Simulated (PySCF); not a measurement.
**How methods differ on the excitation energy of Pb**

Pb [Xe] 4f14 5d10 6s2 6p2 (3P) → Pb [Xe] 4f14 5d10 6s1 6p3 (5S), as a difference of total energies. Computed with PySCF 2.14 in x2c-TZVPPall with one added diffuse shell each of s, p, d, f type (12s8p7d4f, 99 functions), with scalar relativity by spin-free X2C-1e. Correlated levels: valence: [Xe] 4f14 5d10 frozen; valence and next inner shell: [Kr] 4d10 4f14 frozen. The calculations carry no spin-orbit coupling.

```tsv
method	excitation energy (eV)
UHF	4.692
LDA	7.219
PBE	6.939
PBE0	6.514
r2SCAN	6.432
B2PLYP	6.417
TPSSh	6.658
r2SCAN0	6.178
MP2 (valence)	5.308
SCS-MP2 (valence)	5.586
MP2 (valence and next inner shell)	6.404
SCS-MP2 (valence and next inner shell)	6.535
```

Problem. How much does correlation contribute at MP2 (valence and next inner shell)?

Solution. 6.404 − (4.692) = 1.712 eV, measured against UHF.

Spin-orbit coupling is strong in these open shells (close to jj coupling). The scalar numbers leave it out and a first-order estimate fails, so it can dominate the gap to the real levels.
